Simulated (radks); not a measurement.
Dispersion coefficients C6 (hartree bohr^6) between ground-configuration atoms and ions, from the Casimir-Polder integral (3/pi) of alpha_A(iw) alpha_B(iw). Calculated with a radial shooting solver on a logarithmic mesh with Libxc functionals: non-relativistic Kohn-Sham, LB94 model potential, spin-polarised, spherical densities, point nucleus; open shells are filled with parallel spins first (spin-orbit coupling, left out, can overturn this in heavy ions). Response by self-consistent Sternheimer equations with the Hartree and adiabatic LDA kernel. For heavy and open-shell atoms this level of theory can miss by tens of per cent.

| C6 | Li | Cl3+ | Fe2+ | He | Ne+ | Nb | Kr+ | Tc3+ | Cr2+ |
|---|---|---|---|---|---|---|---|---|---|
| Li | 1189 |  |  |  |  |  |  |  |  |
| Cl3+ | 65.34 | 11.78 |  |  |  |  |  |  |  |
| Fe2+ | 51.48 | 10.46 | 9.807 |  |  |  |  |  |  |
| He | 21.24 | 4.138 | 3.743 | 1.468 |  |  |  |  |  |
| Ne+ | 20.97 | 4.871 | 4.701 | 1.767 | 2.292 |  |  |  |  |
| Nb | 845.4 | 80.10 | 66.33 | 26.96 | 28.84 | 766.1 |  |  |  |
| Kr+ | 160.0 | 27.88 | 24.59 | 9.762 | 11.40 | 193.2 | 66.09 |  |  |
| Tc3+ | 81.65 | 16.66 | 15.44 | 5.952 | 7.376 | 105.6 | 39.19 | 24.42 |  |
| Cr2+ | 59.18 | 11.59 | 10.76 | 4.135 | 5.129 | 74.94 | 27.29 | 16.98 | 11.83 |

Static polarisabilities (bohr^3): Li ([He] 2s1) 150.0, Cl3+ ([Ne] 3s2 3p2) 4.355, Fe2+ ([Ar] 3d6) 3.373, He ([He]) 1.390, Ne+ ([He] 2s2 2p5) 1.324, Nb ([Kr] 4d4 5s1) 74.86, Kr+ ([Ar] 3d10 4s2 4p5) 10.76, Tc3+ ([Kr] 4d4) 5.318, Cr2+ ([Ar] 3d4) 3.920. The combination rule 2 Ca Cb / ((alpha_b/alpha_a) Ca + (alpha_a/alpha_b) Cb) gives 59.58 for Fe2+-Nb, against 66.33 from the integral.
